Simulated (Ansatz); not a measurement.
BiH₃⁺, relaxed as a doublet with UKS PBE-D4/def2-TZVP in Ansatz, starting from the PBE-D4/def2-TZVP geometry of the neutral singlet. Force threshold 0.02 eV/Å.

In the def2 sets Bi takes a core potential; there is no spin–orbit coupling.

Start:

```xyz
4

Bi   -0.6856    0.3371    0.1783
H    -0.4112   -0.8202   -1.1811
H     0.2704   -0.7333    1.2752
H     0.8264    1.2164   -0.2724
```

(1) Estimate the energy that the relaxation releases and the steps that it takes.

(2) Does the start keep its bonding and symmetry?

(3) Predict the relaxed structure.

Results:

(1) 12.5 kcal/mol, in 5 steps; 3.2 s on 4 threads of Arm Neoverse V1 on a shared host. No frequencies were taken in this run, so the end may be a saddle point.

(2) By distances, no bond broke or formed. The bond that changes most is Bi1–H3, from 1.81 to 1.78 Å (atoms count from 1).

(3) 
```xyz
4

Bi   -0.4039    0.1986    0.1050
H    -0.5907   -0.8687   -1.3067
H     0.1820   -0.7702    1.4781
H     0.8125    1.4403   -0.2764
```
Bond lengths: 3 × Bi–H 1.78 Å.
